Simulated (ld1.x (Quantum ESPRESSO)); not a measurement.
Which change was made? (Hg, TM)

mercury (Hg), norm-conserving Troullier–Martins (Kleinman–Bylander form), made with ld1.x (Quantum ESPRESSO) 7.5 (LDA (PZ), scalar-relativistic). Core [Xe] 4f14, reference 5d10 6s2 6p0. Waves: 6s (bound): rc 1.60 bohr; 6p (bound, empty): rc 2.85 bohr; 5d (bound): rc 1.80 bohr. Local part: all-electron potential smoothed inside 2.05 bohr (lloc = -1). Core correction: none.

Cutoffs, loose and tight: the cutoffs (Ry, on a coarse ladder) from which the occupation-weighted sum of valence levels, in a spherical-Bessel basis at the reference potential, stays within 10 and 1 mRy of its value at 400 Ry. They do not see the model core or the augmentation charge, which bear on the density cutoff. Test errors are all-electron minus pseudo excitation energies from the reference, over the configurations 5d10 6s1 6p0; 5d10 6s0 6p0; 5d9 6s0 6p0; 5d10 6s1.5 6p0; 5d9 6s2 6p1; 5d10 6s1 6p1; 5d8 6s0 6p0 (two spin-polarised tests are not counted in the largest error); variants that change the core or the reference have their own tests. The largest error is taken over the tests solved by every variant that gives reliable tests at all, those not shown here included: 5d10 6s0 6p0; 5d10 6s1 6p0; 5d10 6s1 6p1; 5d10 6s1.5 6p0; 5d8 6s0 6p0; 5d9 6s0 6p0.

The base gives: outcome: generated; cutoff, loose: 50 Ry; cutoff, tight: 120 Ry; bound ghosts: s; largest test error (meV): -123.

Task: After one change the result is: outcome: generated; cutoff, loose: 50 Ry; cutoff, tight: 120 Ry; bound ghosts: s; largest test error (meV): -383. Which change was it?
A. wave 6s (bound): rc 1.60 bohr becomes 6s (bound): rc 1.36 bohr
B. core correction a·sin(br)/r model core inside 1.10 bohr
C. local potential all-electron potential smoothed inside 2.78 bohr (lloc = -1)
D. all radii scaled by about 1.16 (s 1.86, p 3.32, d 2.10 bohr); local potential all-electron potential smoothed inside 2.40 bohr (lloc = -1)

Result: B. The others give: wave 6s (bound): rc 1.60 bohr becomes 6s (bound): rc 1.36 bohr → outcome: generated; cutoff, loose: 140 Ry; cutoff, tight: 300 Ry; bound ghosts: s; largest test error (meV): +157 | local potential all-electron potential smoothed inside 2.78 bohr (lloc = -1) → outcome: generated; cutoff, loose: 50 Ry; cutoff, tight: 120 Ry; bound ghosts: none; largest test error (meV): -359 | all radii scaled by about 1.16 (s 1.86, p 3.32, d 2.10 bohr); local potential all-electron potential smoothed inside 2.40 bohr (lloc = -1) → outcome: generated; cutoff, loose: 45 Ry; cutoff, tight: 70 Ry; bound ghosts: none; largest test error (meV): -149.
